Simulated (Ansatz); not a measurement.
System: ReF, charge 0, multiplicity 3. The spin state was set by rule; other spins were not relaxed. SMILES: [Re][F]
Geometry: optimised at B3LYP-D3(BJ)/def2-TZVP (Ansatz, an electronic-structure program).

Wanted: vertical ionisation energy (to the quartet state of charge +1; each state is the SCF solution reached for its spin; the UHF <S^2> is 4.72 for the quartet (pure: 3.75) and 3.32 for the triplet (pure: 2.00); for the triplet T1 is 0.046), in eV. Valence correlation only, unless marked. Open shells are spin-unrestricted. Spin-orbit coupling is left out. The frozen core is the preceding noble-gas configuration, with the filled d and f shells of earlier blocks. In def2 rows, elements after Kr have scalar-relativistic effective core potentials. CBS(X,Y): correlation extrapolated as X^-3; Hartree-Fock from the larger set. The program attaches cautions to a run behind CCSD/def2-SVPD: other amplitudes. The program attaches cautions to a run behind CCSD/def2-TZVPPD: other amplitudes. The program attaches cautions to a run behind CCSD/def2-QZVPPD: other amplitudes. The program attaches cautions to a run behind CCSD(T)/CBS(def2-TZVPPD,def2-QZVPPD): other amplitudes.

```tsv
level	program	vertical ionisation energy (eV)
PBE/def2-TZVPD	Ansatz	8.07
r2SCAN/def2-TZVPD	Ansatz	7.95
B3LYP/def2-TZVPD	Ansatz	___
PBE0/def2-TZVPD	Ansatz	7.94
BHLYP/def2-TZVPD	Ansatz	7.95
CAM-B3LYP/def2-TZVPD	Ansatz	8.19
wB97M-V/def2-TZVPD	Ansatz	___
wB97X-V/def2-TZVPD	Ansatz	___
CCSD/def2-SVPD	Ansatz	___
CCSD/def2-TZVPPD	Ansatz	7.64
CCSD/def2-QZVPPD	Ansatz	7.71
CCSD(T)/CBS(def2-TZVPPD,def2-QZVPPD)	Ansatz	7.70
```

Question: Complete the blanks.

Answer: 
- B3LYP/def2-TZVPD, vertical ionisation energy (eV): 8.25
- wB97M-V/def2-TZVPD, vertical ionisation energy (eV): 8.05
- wB97X-V/def2-TZVPD, vertical ionisation energy (eV): 8.04
- CCSD/def2-SVPD, vertical ionisation energy (eV): 7.49
